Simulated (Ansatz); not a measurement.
Reaction (formal exchange of groups at the Si–S bond): `S[SiH2]Cl` + `[SiH3]N[SiH3]` → `[SiH3]N[SiH2][SiH2]Cl` + H₂S

Computed with Ansatz on PBE0-D4/def2-TZVP structures; ΔE is electronic, products minus reactants. CCSD(T)/CBS is the MP2 limit (def2-TZVPP, def2-QZVPP) plus CCSD(T) − MP2 in def2-TZVPP, frozen cores. This one scheme is used for every species. DFT in def2-TZVPP. B3LYP here is the variant with VWN-RPA as its local correlation; programs differ in this. One conformer a species, not always the lowest.

```json
{"level": "revPBE-D4", "ΔE (kcal/mol)": "12.8", "difference from CCSD(T)/CBS": "-2.6"}
{"level": "PBE0-D4", "ΔE (kcal/mol)": "13.6", "difference from CCSD(T)/CBS": "-1.8"}
{"level": "B3LYP-D4", "ΔE (kcal/mol)": "14.2", "difference from CCSD(T)/CBS": "-1.2"}
{"level": "r2SCANh-D4", "ΔE (kcal/mol)": "15.3", "difference from CCSD(T)/CBS": "-0.1"}
{"level": "ωB97M-V", "ΔE (kcal/mol)": "16.0", "difference from CCSD(T)/CBS": "0.6"}
{"level": "B3LYP", "ΔE (kcal/mol)": "16.7", "difference from CCSD(T)/CBS": "1.3"}
{"level": "r2SCANh", "ΔE (kcal/mol)": "15.9", "difference from CCSD(T)/CBS": "0.5"}
{"level": "LC-ωPBE", "ΔE (kcal/mol)": "15.3", "difference from CCSD(T)/CBS": "-0.1"}
{"level": "CCSD/def2-SVP", "ΔE (kcal/mol)": "14.5", "difference from CCSD(T)/CBS": "-0.9"}
{"level": "CCSD(T)/def2-SVP", "ΔE (kcal/mol)": "14.2", "difference from CCSD(T)/CBS": "-1.2"}
{"level": "CCSD(T)/CBS", "ΔE (kcal/mol)": "15.4", "difference from CCSD(T)/CBS": "0"}
```

Largest T1 diagnostic among the species: 0.011.

From BLYP to BHLYP (50 % exact exchange), in def2-TZVPP and without D4, ΔE moves by +0.9 kcal/mol. The D4 term adds −2.5 kcal/mol with B3LYP and −1.5 kcal/mol with PBE0; it sums over pairs of atoms, weighted by their polarisabilities, and B3LYP, whose exchange is more repulsive, gets the larger term. Leaving LDA and LC-ωPBE aside and taking each functional with its dispersion term where it has one, the values, not all of them listed here, spread over 4.1 kcal/mol, from revPBE-D4 to B2PLYP. LDA lies −1.3 kcal/mol from PBE without D4.
